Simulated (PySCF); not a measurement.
# Tc³⁺: ionisation energy

Tc³⁺ [Kr] 4d4 [4d3/2^4, M_J = 0] → Tc⁴⁺ [Kr] 4d3 [4d3/2^3, M_J = 3/2], as a difference of total energies. Computed with PySCF 2.14 in x2c-TZVPall-2c, with the two-component X2C-1e Hamiltonian. Correlated levels: [Ar] 3d10 frozen; the 6 highest virtual spinors dropped. "Screened" scales the spin-orbit matrix elements by Boettger's factors to mimic the two-electron term; Breit and QED terms are absent.

```
                    method  ionisation energy (eV)
           GHF (spin-free)                  41.700
          GMP2 (spin-free)                  42.339
 GHF (screened spin-orbit)                  41.606
GMP2 (screened spin-orbit)                  42.245
```

How much does correlation contribute at GMP2 (screened spin-orbit)?

42.245 − (41.606) = 0.639 eV, measured against GHF (screened spin-orbit).

The spin-free rows relax to the high-spin LS determinant and lack the spin-orbit shift.

Errors of the correlated levels include the incompleteness of this basis and the frozen core.

The labels give the starting determinants; with spin-orbit coupling the two ends relaxed to ⟨J²⟩ = 3.69, ⟨L²⟩ = 5.97, ⟨S²⟩ = 5.97 and ⟨J²⟩ = 6.33, ⟨L²⟩ = 11.96, ⟨S²⟩ = 3.73.

The determinant of Tc³⁺ and of Tc⁴⁺ mixes levels of different J (the jj label is only the starting occupation), so the difference between spin-free and spin-orbit rows is not the physical spin-orbit shift.

For comparison: 41 ± 1.7 eV (theoretical estimate listed by NIST; NIST Atomic Spectra Database, ionization energies).
